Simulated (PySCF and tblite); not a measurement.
Computed ¹H and ¹³C shifts (ppm) of 5 molecules with 8 carbons each, averaged over conformers at 298.15 K: GIAO PBE0/6-31G* on GFN2-xTB geometries, unscaled, against TMS (¹H), TMS (¹³C) at the same level; H on other atoms than carbon is left out (PySCF, tblite).

P. ¹H: 3.62 (3H), 3.46 (1H), 1.70 (3H), 1.50 (3H), 1.04 (6H) ¹³C: 140.7 (1C), 121.1 (1C), 54.7 (1C), 29.9 (1C), 21.6 (2C), 16.4 (1C), 14.6 (1C)
Q. ¹H: 8.79 (2H), 7.45 (2H), 0.42 (9H) ¹³C: 145.2 (1C), 142.2 (2C), 122.8 (2C), 1.2 (3C)
R. ¹H: 4.16 (2H), 3.73 (2H), 2.78 (2H), 2.14 (3H), 1.12 (3H) ¹³C: 197.5 (1C), 193.8 (1C), 188.8 (1C), 56.7 (1C), 55.9 (1C), 38.0 (1C), 32.1 (1C), 9.8 (1C)
S. ¹H: 2.63 (1H), 2.25 (2H), 2.21 (2H), 1.93 (3H), 1.69 (2H), 1.43 (2H), 1.28 (2H) ¹³C: 58.3 (1C), 40.3 (2C), 29.7 (2C), 28.3 (2C), 19.0 (1C)
T. ¹H: 4.34 (1H), 3.92 (1H), 3.39 (3H), 2.51 (1H), 2.33 (1H), 2.13 (1H), 2.12 (1H), 1.65 (1H), 1.48 (1H), 1.35 (1H), 1.24 (1H) ¹³C: 77.7 (1C), 64.8 (1C), 56.2 (1C), 45.5 (1C), 43.1 (1C), 34.8 (1C), 28.1 (1C), 19.5 (1C)

The molecules:
1. C₈H₁₂O₃, SMILES CCC(=O)CC(=O)CC(C)=O
2. C8H13ClO, SMILES CO[C@@H]1C[C@@H]2CC[C@H]1[C@@H]2Cl
3. C₈H₁₃GeN, SMILES [CH3][Ge]([CH3])([CH3])[c]1ccncc1
4. C₈H₁₄S, SMILES CS[C@H]1[C@H]2CC[C@@H]1CC2
5. C8H16O, SMILES CO/C(C)=C(/C)C(C)C

Question: Which spectrum belongs to which molecule?

Answer: P is 5; Q is 3; R is 1; S is 4; T is 2.

Assigned:
1. [CH3:1][CH2:2][C:3](=[O:4])[CH2:5][C:6](=[O:7])[CH2:8][C:9]([CH3:10])=[O:11]: ¹³C: 197.5 (C3), 193.8 (C9), 188.8 (C6), 56.7 (C8), 55.9 (C5), 38.0 (C2), 32.1 (C10), 9.8 (C1) ppm.
2. [CH3:1][O:2][C@@H:3]1[CH2:4][C@@H:5]2[CH2:6][CH2:7][C@H:8]1[C@@H:9]2[Cl:10]: ¹³C: 77.7 (C3), 64.8 (C9), 56.2 (C1), 45.5 (C8), 43.1 (C5), 34.8 (C4), 28.1 (C6), 19.5 (C7) ppm.
3. [CH3:1][Ge:2]([CH3:3])([CH3:4])[c:5]1[cH:6][cH:7][n:8][cH:9][cH:10]1: ¹³C: 145.2 (C5), 142.2 (C7/C9), 122.8 (C6/C10), 1.2 (C1/C3/C4) ppm.
4. [CH3:1][S:2][C@H:3]1[C@H:4]2[CH2:5][CH2:6][C@@H:7]1[CH2:8][CH2:9]2: ¹³C: 58.3 (C3), 40.3 (C4/C7), 29.7 (C8/C9), 28.3 (C5/C6), 19.0 (C1) ppm.
5. [CH3:1][O:2]/[C:3]([CH3:4])=[C:5](/[CH3:6])[CH:7]([CH3:8])[CH3:9]: ¹³C: 140.7 (C3), 121.1 (C5), 54.7 (C1), 29.9 (C7), 21.6 (C8/C9), 16.4 (C4), 14.6 (C6) ppm.

Unscaled shifts at such levels can be off by 15 ppm or more for ¹³C and 0.8 ppm for ¹H.

For scale, the study of CCC(=O)CC(=O)CC(C)=O took 6.4 min on 1 thread of Arm Neoverse V1 (shared host) (rough), launched as `OMP_NUM_THREADS=1 python ens_run.py task.json out`.
